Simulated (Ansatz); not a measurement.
Z-matrix (Å, degrees):
```
C
C 1 1.503
H 1 1.088 2 110.3
H 1 1.095 2 109.1 3 -120.5
H 1 1.093 2 110.9 3 122.2
C 2 1.532 1 116.6 3 -174.2
O 2 1.202 1 122.3 3 6.2
C 6 1.531 2 106.8 1 100.6
C 6 1.532 2 111.4 1 -137.4
H 6 1.096 2 108.4 1 -16.1
C 8 1.503 6 116.6 2 -99.4
O 8 1.202 6 121.1 2 81.0
C 9 1.522 6 110.9 2 58.7
C 9 1.522 6 110.9 2 -178.2
H 9 1.093 6 106.1 2 -59.8
H 11 1.093 8 111.0 6 51.3
H 11 1.095 8 109.1 6 -65.9
H 11 1.088 8 110.3 6 173.6
H 13 1.091 9 112.0 6 -60.2
H 13 1.092 9 110.4 6 -180.0
H 13 1.095 9 111.0 6 61.1
H 14 1.095 9 111.0 6 -61.2
H 14 1.092 9 110.4 6 179.9
H 14 1.091 9 112.0 6 60.2
```

Total charge 0; spin multiplicity 1.

(1) List the PBE/def2-TZVPP orbital energies in eV (Ansatz 0.2.0). (Best estimate.)

## Answers

(1) Ansatz gave: Occupied: -510.08, -510.08, -271.44, -271.44, -269.50, -269.28, -269.28, -269.24, -268.66, -268.66, -26.46, -26.24, -20.63, -19.21, -18.68, -17.55, -16.97, -14.36, -13.90, -12.80, -12.13, -11.72, -11.56, -11.17, -10.76, -10.56, -10.55, -10.17, -10.04, -9.71, -9.39, -9.11, -9.03, -8.73, -8.20, -8.19, -7.85, -6.06, -5.62. Lowest empty: -2.27, -1.09, -0.14, 0.74, 0.89, 1.21, 1.84, 1.95.
